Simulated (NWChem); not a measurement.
Molecule: BH$_{2}$S$_{2}$F; SMILES FB(S)S

```xyz
6

B      0.0000     0.0000    -0.3631
F      0.0000     0.0000    -1.6903
S      1.6304     0.0000     0.4256
H      1.2045     0.0000     1.7042
S     -1.6304     0.0000     0.4256
H     -1.2045     0.0000     1.7042
```
Atoms are numbered in this order, from 1.

All runs: NWChem. Medium grid unless said otherwise, to which SCAN and Minnesota functionals are sensitive. All runs use the structure optimised with PBE0/def2-SVP.

Task: Among these, which level gives the highest value of “orbital gap (eV)”?
A. B3LYP/def2-SVP
B. OLYP/def2-SVP
C. M06/def2-SVP
D. LC-BLYP (range parameter 0.33 per bohr)/def2-SVP

Result: D, LC-BLYP (range parameter 0.33 per bohr)/def2-SVP. Values: OLYP/def2-SVP 5.23; B3LYP/def2-SVP 6.90; M06/def2-SVP 7.27; LC-BLYP (range parameter 0.33 per bohr)/def2-SVP 11.60
